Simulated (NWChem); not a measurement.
# germylsilane (GeSiH$_{6}$); SMILES [SiH3][GeH3]

```xyz
8

Si     0.0000     0.0000    -1.5725
Ge     0.0000     0.0000     0.8254
H     -0.1038     1.3913    -2.0914
H      1.2568    -0.6057    -2.0914
H     -1.1530    -0.7856    -2.0914
H     -1.3017     0.6266     1.3797
H      0.1082    -1.4406     1.3797
H      1.1935     0.8140     1.3797
```
Atoms are numbered in this order, from 1.

Results from NWChem. Pople sets run with spherical d functions. STO-3G and 3-21G are far too small for this property and stand as cheap habits. The geometry was optimised at B3LYP/6-31G* (spherical d). B3LYP is NWChem's, with the RPA form of VWN correlation. Vertical excitations in the gas phase; the lowest state need not have the same character in each row.

| level | basis functions | lowest excitation, singlet (eV) | orbital gap (eV) |
|---|---|---|---|
| B3LYP/3-21G, TDA | 47 | 8.14 | 8.68 |
| B3LYP/6-31G*, TDA | 62 | [?] | [?] |
| B3LYP/def2-SVP, TDA | 80 | 7.69 | 8.56 |
| B3LYP/def2-SVPD, TDA | 110 | 7.15 | 7.86 |
| B3LYP/def2-TZVP, TDA | 121 | 7.49 | 8.12 |
| B3LYP/aug-cc-pVDZ, TDA | 117 | 6.88 | 7.61 |

Task: Some entries are withheld; supply them.

Result: 
- B3LYP/6-31G*, TDA, lowest excitation, singlet (eV): 7.81
- B3LYP/6-31G*, TDA, orbital gap (eV): 8.34
